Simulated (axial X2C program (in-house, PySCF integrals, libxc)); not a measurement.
How long does GeAs take?

A bond scan computed with an in-house all-electron X2C program for linear molecules (integrals from PySCF). Basis: As dyall-cv3z [9s9p6d4f1g], Ge dyall-cv3z [9s9p7d4f1g] (cores contracted in-house).

Input file and command:
```json
{"zs": [33, 32], "q": 0, "bas": ["dyall-cv3z", "dyall-cv3z"], "levels": ["PBE0", "HF", "TPSS"], "cc": true, "r0": 2.42, "thr": -1.0, "nmax": 90, "npts": 10, "nst": 2, "ntry": 6}
```
```bash
python so2c.py task.json out
```

Keys: zs atomic numbers; q charge; bas basis sets; levels methods; cc coupled cluster on or off; r0 starting distance in Å; thr threshold in hartree for freezing inner shells (an s shell follows its p shell); nmax most natural virtual spinors; npts points on the curve; nst determinants followed; ntry starts of the search. HF also brings MP2.

Hardware: 1 thread of Arm Neoverse V1 (shared host).

Wall time of one point of each curve, integrals apart:

| Hamiltonian | level | points | seconds a point |
| --- | --- | --- | --- |
| spin-free | PBE0 | 10 | 1.2 |
| spin-free | HF | 10 | 0.8 |
| spin-free | CCSD(T) (9 electrons, 90 virtuals) | 7 | 4.5 |
| spin-free | TPSS | 10 | 1.5 |
| 2c | PBE0 | 10 | 1.7 |
| 2c | HF | 10 | 1.5 |
| 2c | CCSD(T) (9 electrons, 90 virtuals) | 7 | 5.6 |
| 2c | TPSS | 10 | 1.5 |

The rest:

Search with its distance optimisation 47 s, atoms 8.3 s, whole task 230 s. Coupled cluster runs on the points near the minimum only. The program drops outer points, and coupled cluster, when its time limit (not in the input) nears; MP2, further determinants and curves that did not converge are not in the table.
